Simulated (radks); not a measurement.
Neutral cobalt, configuration [Ar] 3d7 4s2. Calculated with a radial shooting solver on a logarithmic mesh with Libxc functionals: scalar-relativistic Kohn-Sham, BLYP, spin-polarised, spherical densities, point nucleus; open shells are filled with parallel spins first.

Normalised radial functions P(r) = r R(r), r in bohr:

r	3p down
0.006817	0.0101
0.009165	0.0174
0.01222	0.0293
0.0163	0.0488
0.02174	0.0800
0.029	0.1282
0.03868	0.1989
0.05159	0.2958
0.06881	0.4151
0.09178	0.5371
0.1224	0.6179
0.1633	0.5885
0.2195	0.3676
0.2928	-0.0547
0.3905	-0.5905
0.5208	-1.0374
0.6946	-1.1895
0.9265	-1.0036
1.236	-0.6387
1.648	-0.3026
2.198	-0.1019
2.932	-0.0225
3.942	-0.0027
5.257	-0.0002
7.012	0.0000
9.352	0.0000
12.47	0.0000
16.64	0.0000

3p down: eigenvalue -63.526 eV, 1 radial node at r = 0.284 bohr, <r> = 0.819 bohr, 90 % of the charge inside 1.27 bohr.
